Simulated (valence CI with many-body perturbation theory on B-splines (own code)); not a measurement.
## Which ion has this spectrum?

A relativistic CI+MBPT calculation for an atom or ion with 7 electrons gives these levels (Ry):

```csv
J,Parity,E,g
3/2,odd,0.000,1.58
3/2,odd,3.088,1.30
5/2,odd,3.975,1.19
1/2,odd,5.149,0.66
3/2,odd,8.102,1.24
5/2,even,11.898,1.55
3/2,even,14.025,1.56
1/2,even,14.161,2.46
3/2,even,16.666,1.09
5/2,even,17.610,1.24
1/2,even,19.016,1.55
3/2,even,19.770,1.20
1/2,even,23.175,1.31
3/2,odd,29.634,1.33
```

The energies are calculated, and their last digits are not significant.

(1) Which is it?
A. As26+
B. Ge25+
C. Br28+
D. Sr31+

Results:

(1) C. Br28+, ground level (2s^2 2p1/2^2 2p3/2) J=3/2.
